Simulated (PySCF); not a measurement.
C7H12N (doublet state).
Structure used (GFN2-xTB), in Å, numbered top down from 1:
```xyz
20
C7H12N angstrom
C      0.9462    1.5470   -0.5214
C      0.6151    0.2610   -0.1664
C      1.5277   -0.6593    0.3332
C      2.9747   -0.3966    0.5424
C     -0.7938   -0.1884   -0.3034
C     -1.0919   -1.3278   -0.9119
C     -1.8371    0.7240    0.3113
N     -3.1758    0.1898    0.4548
H      1.9518    1.9140   -0.4347
H      0.2162    2.2243   -0.9226
H      1.1595   -1.6300    0.6281
H      3.5249   -1.3308    0.6269
H      3.1338    0.1678    1.4657
H      3.3953    0.1891   -0.2736
H     -0.3284   -1.9477   -1.3497
H     -2.1033   -1.6856   -1.0178
H     -1.4894    1.0248    1.3058
H     -1.9135    1.6342   -0.2930
H     -3.5641   -0.0339   -0.4551
H     -3.1532   -0.6651    1.0012
```

The hyperfine couplings belong to this conformer and change with its torsions.

The species is `C=C([CH]C)C(=C)CN` [radical].

Theory: UKS B3LYP, pcH-1 on C H N, non-relativistic, mean-field spin-orbit, GIAO in PySCF 2.14.0. Geometry: GFN2-xTB, one conformer, isolated molecule. Couplings are sensitive to structure, and on GFN2-xTB geometries they can be far from those on DFT ones. The frame is twisted about the C2–C5 bond at this geometry (dihedral C3–C2–C5–C6 = -50°); couplings at other torsion angles weren't computed. The SCF solution wasn't tested for stability. ⟨S²⟩ is 0.778 where a pure state has 0.75.

Mulliken spin populations: C1 +0.662, C2 -0.260, C3 +0.684, C4 -0.056, C5 +0.029, C6 -0.032, C7 -0.004, N8 0.000, H9 -0.028, H10 -0.028, H11 -0.032, H12 +0.005, H13 +0.037, H14 +0.019, H15 +0.002, H16 +0.002, H17 0.000, H18 +0.001, H19 0.000, H20 0.000. Main spin sites, with 60 % or more of the largest population: C1, C3; positions count bonds from the nearest.

Q: What dipolar couplings does the calculation give for H12, H13, H14, H15, H16, H17, H18, H19, H20?

A: 
| atom | position | distance from C3 (Å) | T1 (MHz) | T2 | T3 |
| --- | --- | --- | --- | --- | --- |
| H12 | 2 bonds from C3 | 2.13 | -3.26 | -2.88 | 6.13 |
| H13 | 2 bonds from C3 | 2.13 | -3.09 | -2.67 | 5.76 |
| H14 | 2 bonds from C3 | 2.14 | -3.98 | -1.23 | 5.20 |
| H15 | 4 bonds from C3 | 2.82 | -2.97 | -2.17 | 5.13 |
| H16 | 4 bonds from C3 | 4.01 | -0.84 | -0.09 | 0.93 |
| H17 | 4 bonds from C1 | 3.59 | -2.11 | -0.77 | 2.88 |
| H18 | 4 bonds from C1 | 4.18 | -1.74 | -1.59 | 3.34 |
| H19 | 5 bonds from C1 | 5.19 | -0.60 | -0.37 | 0.97 |
| H20 | 5 bonds from C3 | 4.73 | -0.59 | -0.50 | 1.09 |

Q: Estimate them with point dipoles: put each population ρk at its nucleus, leave out the nucleus itself and the atom bound to it, and sum T = Σ [ρk/(2S)]·C·(3 n nᵀ − 1)/r³ with C = μ0 gₑ μB g_N μN/(4π h) = 79.06 MHz Å³.

A: 
```csv
atom,T1 (MHz),T2,T3,"T3, computed",difference in T3 (%)
H12,-5.85,-4.88,10.73,6.13,+75
H13,-5.82,-4.55,10.37,5.76,+80
H14,-6.10,-3.44,9.54,5.20,+83
H15,-2.15,-1.72,3.87,5.13,-25
H16,-1.05,-0.78,1.82,0.93,+95
H17,-1.80,-1.03,2.83,2.88,-2
H18,-2.02,-1.69,3.71,3.34,+11
H19,-0.59,-0.42,1.01,0.97,+4
H20,-0.66,-0.45,1.11,1.09,+1
```
